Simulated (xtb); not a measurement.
C₄H₁₀Cd (SMILES C[CH2][Cd][CH2]C), singlet, from a rough starting geometry (GFN-xTB shapes and energies of metal compounds can be far from the true ones); GFN2-xTB run with xtb.

Here is a job for xtb.
```
$ xtb mol.xyz --gfn 2 --opt vtight --json

# file mol.xyz
15

Cd     0.00353169     0.00154579    -0.02118456
C     -0.38403332    -0.62258499     2.17160999
C      0.15801025    -2.06589544     2.36984414
H     -1.40909712    -0.54883052     2.39677762
H      0.26382757     0.07436535     2.80295510
H      1.19282397    -2.17406190     2.10012200
H     -0.33596036    -2.76964818     1.68365936
H      0.01342079    -2.40581661     3.34108219
C      0.25593233     0.65614946    -2.12694379
C     -0.13553052     2.07931807    -2.33754601
H     -0.29177944     0.00160472    -2.82701366
H      1.30874303     0.58350567    -2.44468548
H      0.40443443     2.68452356    -1.67022992
H     -1.20614560     2.20321959    -2.02631795
H     -0.02512421     2.41969131    -3.35673202
```

What the program printed (banner, timings and long lists left out):

```
   ID    Z sym.   atoms
    1   48 Cd     1
    2    6 C      2, 3, 9, 10
    3    1 H      4-8, 11-15

           -------------------------------------------------
          |                Calculation Setup                |
           -------------------------------------------------

           -------------------------------------------------
          |                 G F N 2 - x T B                 |
           -------------------------------------------------

          ...................................................
          :                      SETUP                      :
          :.................................................:
          :  # basis functions                  30          :
          :  # atomic orbitals                  30          :
          :  # shells                           20          :
          :  # electrons                        28          :
          :  max. iterations                   250          :
          :  Hamiltonian                  GFN2-xTB          :
          :  restarted?                      false          :
          :  GBSA solvation                  false          :
          :  PC potential                    false          :
          :  electronic temp.          300.0000000     K    :
          :  accuracy                    1.0000000          :
          :  -> integral cutoff          0.2500000E+02      :
          :  -> integral neglect         0.1000000E-07      :
          :  -> SCF convergence          0.1000000E-05 Eh   :
          :  -> wf. convergence          0.1000000E-03 e    :
          :  Broyden damping             0.4000000          :
          :  net charge                          0          :
          :  unpaired electrons                  0          :
          ...................................................

 iter      E             dE          RMSdq      gap      omega  full diag
   1    -14.3068909 -0.143069E+02  0.148E+01    3.52       0.0  T
   2    -14.3479475 -0.410566E-01  0.660E+00    3.61       1.0  T
   3    -14.3361431  0.118044E-01  0.186E+00    3.15       1.0  T
   4    -14.3456989 -0.955578E-02  0.754E-01    3.36       1.0  T
   5    -14.3527506 -0.705170E-02  0.257E-01    3.38       1.0  T
   6    -14.3535580 -0.807383E-03  0.125E-01    3.33       1.0  T
   7    -14.3536558 -0.978496E-04  0.355E-02    3.35       1.0  T
   8    -14.3536551  0.782537E-06  0.148E-02    3.35       1.7  T
[...]
 * total energy  :   -14.1580071 Eh     change       -0.1838438E-05 Eh
 * total energy  :   -14.1580092 Eh     change       -0.2074472E-05 Eh
 * total energy  :   -14.1580120 Eh     change       -0.2816700E-05 Eh
 * total energy  :   -14.1580147 Eh     change       -0.2738991E-05 Eh
 * total energy  :   -14.1580163 Eh     change       -0.1576837E-05 Eh
 * total energy  :   -14.1580172 Eh     change       -0.8727258E-06 Eh
 * total energy  :   -14.1580179 Eh     change       -0.7288404E-06 Eh
 * total energy  :   -14.1580186 Eh     change       -0.7084789E-06 Eh
 * total energy  :   -14.1580191 Eh     change       -0.5381074E-06 Eh
 * total energy  :   -14.1580194 Eh     change       -0.2585983E-06 Eh
 * total energy  :   -14.1580195 Eh     change       -0.1190171E-06 Eh
 * total energy  :   -14.1580196 Eh     change       -0.8983809E-07 Eh
   *** GEOMETRY OPTIMIZATION CONVERGED AFTER 111 ITERATIONS ***
         :: total energy             -14.158019613598 Eh    ::
[...]
 Mol. C8AA /au·bohr⁸  :      86348.669082
 Mol. α(0) /au        :         79.954793

Wiberg/Mayer (AO) data.
largest (>0.10) Wiberg bond orders for each atom

 ---------------------------------------------------------------------------
     #   Z sym  total        # sym  WBO       # sym  WBO       # sym  WBO
 ---------------------------------------------------------------------------
     1  48 Cd   1.682 --     9 C    0.635     2 C    0.634
     2   6 C    3.905 --     3 C    1.018     4 H    0.962     5 H    0.945
                             1 Cd   0.634     9 C    0.333
     3   6 C    3.996 --     2 C    1.018     8 H    0.978     7 H    0.967
                             6 H    0.957
     4   1 H    0.999 --     2 C    0.962
     5   1 H    0.999 --     2 C    0.945
     6   1 H    0.999 --     3 C    0.957
     7   1 H    0.999 --     3 C    0.967
     8   1 H    0.993 --     3 C    0.978
     9   6 C    3.905 --    10 C    1.018    11 H    0.962    12 H    0.944
                             1 Cd   0.635     2 C    0.333
    10   6 C    3.996 --     9 C    1.018    15 H    0.978    14 H    0.968
                            13 H    0.957
    11   1 H    0.999 --     9 C    0.962
    12   1 H    0.999 --     9 C    0.944
    13   1 H    0.999 --    10 C    0.957
    14   1 H    0.999 --    10 C    0.968
    15   1 H    0.993 --    10 C    0.978
 ---------------------------------------------------------------------------

Topologies differ in total number of bonds
Writing topology from bond orders to xtbtopo.mol

molecular dipole:
                 x           y           z       tot (Debye)
 q only:       -0.297      -0.144      -0.097
   full:       -0.407      -0.195      -0.134       1.196
molecular quadrupole (traceless):
                xx          xy          yy          xz          yz          zz
 q only:        2.721       0.357       1.328       1.555       1.920      -4.049
  q+dip:        2.339       1.261       0.294       1.647       0.844      -2.633
   full:        3.553       0.528       1.670       2.034       2.493      -5.223

optimized geometry written to: xtbopt.xyz

           -------------------------------------------------
          | TOTAL ENERGY              -14.158019613598 Eh   |
          | GRADIENT NORM               0.000502718120 Eh/α |
          | HOMO-LUMO GAP               3.121153144339 eV   |
           -------------------------------------------------

normal termination of xtb
```
